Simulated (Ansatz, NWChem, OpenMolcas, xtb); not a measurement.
## How methods differ on PbS (SMILES [S][Pb])

PbS: 2 atoms, total charge 0, spin state singlet. SMILES: `[S][Pb]`. The bond length is the measured one.

```xyz
2

S     0.0000    0.0000    0.0000
Pb    0.0000    0.0000    2.2869
```

Quantity: the HOMO–LUMO gap, in eV. The values are calculated.

```json
{"level": "GFN1-xTB", "kind": "semi-empirical", "program": "xtb", "value (eV)": "3.29", "CPU time": "under 2 s"}
{"level": "HF/def2-TZVPP (core potential)", "kind": "Hartree–Fock", "program": "OpenMolcas", "value (eV)": "9.18", "CPU time": "7.2 s"}
{"level": "SVWN5/def2-TZVPP (core potential)", "kind": "LDA", "program": "Ansatz", "value (eV)": "2.94", "CPU time": "2.7 s"}
{"level": "PBE/def2-TZVPP (core potential)", "kind": "GGA", "program": "NWChem", "value (eV)": "2.97", "CPU time": "40 s"}
{"level": "revPBE/def2-TZVPP (core potential)", "kind": "GGA", "program": "Ansatz", "value (eV)": "2.98", "CPU time": "3.8 s"}
{"level": "r2SCAN/def2-TZVPP (core potential)", "kind": "meta-GGA", "program": "Ansatz", "value (eV)": "3.30", "CPU time": "7.8 s"}
{"level": "B3LYP/def2-TZVPP (core potential)", "kind": "global hybrid", "program": "OpenMolcas", "value (eV)": "4.14", "CPU time": "14 s"}
{"level": "wB97M-V/def2-TZVPP (core potential)", "kind": "range-separated hybrid", "program": "Ansatz", "value (eV)": "8.24", "CPU time": "39 s"}
{"level": "B2PLYP/def2-TZVPP (core potential)", "kind": "double hybrid", "program": "OpenMolcas", "value (eV)": "6.21", "CPU time": "10 s"}
{"level": "PBE-QIDH/def2-TZVPP (core potential)", "kind": "double hybrid", "program": "Ansatz", "value (eV)": "7.37", "CPU time": "6.8 s"}
```

The values span 2.94 to 9.18 eV. Orbital gaps aren't excitation energies, and those of double hybrids come from the SCF part alone; they tend to grow with the share of exact exchange. CPU times are rough (shared hosts, several kinds of processor): they show what a rung costs within a factor of a few.
